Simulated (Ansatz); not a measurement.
HCl3Ge (SMILES [Cl][GeH]([Cl])[Cl]), singlet, geometry from GFN2-xTB. Base run: HF/pcseg-1 (Ansatz, an electronic-structure program).

The Ansatz input:
Ansatz 0.2 input:
```yaml
crystal:
  periodic: [false, false, false]
  atoms:
    - {symbol: Ge, position_ang: [-0.02977891, -0.00209901, 0.41684983]}
    - {symbol: Cl, position_ang: [-0.20148143, 1.97371341, -0.30550782]}
    - {symbol: Cl, position_ang: [1.83642666, -0.79169952, -0.17384882]}
    - {symbol: Cl, position_ang: [-1.57075463, -1.17748931, -0.41919355]}
    - {symbol: H, position_ang: [-0.13831524, -0.00974937, 1.93615862]}
basis:
  gaussian:
    orbitals: pcseg-1.json
hamiltonian:
  xc: hf
```
The basis file holds pcseg-1 in the JSON format of the Basis Set Exchange.

Variants of this job, named by their change:

```csv
change,basis functions,E (Eh)
base,86,-3454.19958
basis = jorge-DZP-DKH; relativity = spin-free X2C; nucleus = Gaussian,120,-3480.41853
basis = ANO-RCC-VDZP; relativity = spin-free X2C; nucleus = Gaussian,86,-3480.55450
basis = jorge-DZP-DKH; relativity = spin-free X2C,120,-3480.43182
basis = ANO-RCC-VDZP; relativity = none,86,-3440.15544
basis = x2c-TZVPall; relativity = none,165,-3444.29025
basis = ANO-RCC-VDZP; relativity = spin-free X2C,86,-3480.56932
basis = jorge-DZP-DKH; relativity = none,120,-3448.83521
basis = x2c-TZVPall; relativity = spin-free X2C; nucleus = Gaussian,165,-3480.57455
basis = x2c-TZVPall; relativity = spin-free X2C,165,-3480.58716
```

Totals shift with the method and basis; they matter in differences.

Ansatz warned in this series: the basis is contracted for relativity, which the run leaves out.

Basis sets contracted for a relativistic Hamiltonian are a mismatch without it, so the rows without relativity aren't non-relativistic limits. No row has spin-orbit coupling; sets with core potentials leave out the core electrons.
